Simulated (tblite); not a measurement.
Compound: C₃H₇BrO₂Si₂.
Atom-mapped SMILES: `[Br:1]/[CH:2]=[C:3]1\[O:4][SiH2:5][O:6][CH2:7][SiH2:8]1` (hydrogens: H9 on C2; H10, H11 on Si5; H12, H13 on C7; H14, H15 on Si8)

Computed with GFN2-xTB (tblite), gas phase: L-BFGS steps from a force-field or distance-geometry start until the largest atomic force falls under 0.01 eV/Å.

Step 15: E = -700.3491 eV
```
atom  x, y, z in Å  |  force x, y, z in eV/Å
Br1     3.5612    1.6587   -0.0775    0.012   0.071   0.011
C2      2.4621    0.1268   -0.0402    0.037  -0.007   0.003
C3      1.1352    0.1799   -0.1349    0.037   0.002   0.013
O4      0.5159    1.3723   -0.2580   -0.029  -0.038   0.032
Si5    -1.0808    1.6788   -0.0481    0.028  -0.068  -0.069
O6     -1.9496    0.3532   -0.3922   -0.041  -0.002  -0.014
C7     -1.6808   -0.9205    0.1621   -0.074   0.055   0.050
Si8     0.1345   -1.4335   -0.1259    0.003   0.017  -0.014
H9      2.9983   -0.7971    0.0722    0.008  -0.030  -0.036
H10    -1.4543    2.5989   -1.0965    0.007  -0.012   0.029
H11    -1.2307    2.0295    1.3635   -0.015   0.097  -0.018
H12    -2.3985   -1.6213   -0.2722    0.032   0.023  -0.079
H13    -1.8999   -0.8767    1.2333   -0.005  -0.050   0.094
H14     0.2969   -2.1038   -1.4149   -0.013   0.002  -0.052
H15     0.5858   -2.2372    1.0073    0.014  -0.061   0.051
```

Step 16: E = -700.3511 eV
```
atom  x, y, z in Å  |  force x, y, z in eV/Å
Br1     3.5573    1.6606   -0.0760    0.028   0.091   0.010
C2      2.4646    0.1259   -0.0402    0.032  -0.005  -0.001
C3      1.1377    0.1760   -0.1325    0.015   0.011   0.007
O4      0.5177    1.3679   -0.2522   -0.053  -0.003   0.019
Si5    -1.0791    1.6776   -0.0509    0.005  -0.024   0.007
O6     -1.9542    0.3539   -0.3870   -0.021   0.017  -0.018
C7     -1.6831   -0.9199    0.1640   -0.043   0.041   0.037
Si8     0.1324   -1.4331   -0.1256    0.006   0.021   0.012
H9      3.0036   -0.7956    0.0675    0.023  -0.064  -0.028
H10    -1.4532    2.5954   -1.1036    0.023  -0.036   0.055
H11    -1.2290    2.0349    1.3639   -0.008   0.081  -0.100
H12    -2.3969   -1.6200   -0.2759    0.009   0.004  -0.073
H13    -1.9025   -0.8820    1.2351   -0.013  -0.043   0.094
H14     0.2948   -2.0979   -1.4155   -0.013  -0.019  -0.079
H15     0.5856   -2.2358    1.0069    0.012  -0.074   0.056
```

Question: Estimate the geometry and energy of step 17. (The exact step hangs on the optimiser's Hessian estimate; all steps are aligned on step 16, rigid shifts and turns removed.)

Answer: E = -700.3533 eV, largest force 0.176 eV/Å
```
atom  x, y, z in Å  |  force x, y, z in eV/Å
Br1     3.5532    1.6647   -0.0740    0.034   0.091   0.010
C2      2.4681    0.1246   -0.0401    0.026   0.002  -0.005
C3      1.1411    0.1718   -0.1294   -0.004   0.013   0.002
O4      0.5191    1.3625   -0.2449   -0.054   0.029   0.004
Si5    -1.0773    1.6757   -0.0540   -0.027   0.028   0.083
O6     -1.9603    0.3552   -0.3810    0.001   0.026  -0.006
C7     -1.6866   -0.9185    0.1669    0.005   0.005   0.018
Si8     0.1300   -1.4324   -0.1250    0.009   0.003   0.037
H9      3.0105   -0.7950    0.0613    0.030  -0.075  -0.020
H10    -1.4516    2.5905   -1.1108    0.036  -0.052   0.069
H11    -1.2273    2.0431    1.3623   -0.003   0.065  -0.164
H12    -2.3948   -1.6184   -0.2817   -0.012  -0.007  -0.050
H13    -1.9059   -0.8891    1.2390   -0.025  -0.029   0.063
H14     0.2920   -2.0912   -1.4178   -0.016  -0.027  -0.080
H15     0.5855   -2.2355    1.0074    0.000  -0.072   0.040
```

The energy changes by -0.0023 eV. The first-order estimate −F·Δx gives -0.0031 eV and the mean of the old and new forces, exact on a quadratic surface, -0.0023 eV. The step makes an angle of 66° with the force vector and moves no atom by more than 0.009 Å.

What follows is the cost of the whole relaxation. Hardware: one thread, Arm Neoverse N1 (aarch64), shared host with 64 logical CPUs at a one-minute load of 60. Cost: 1.2 s.
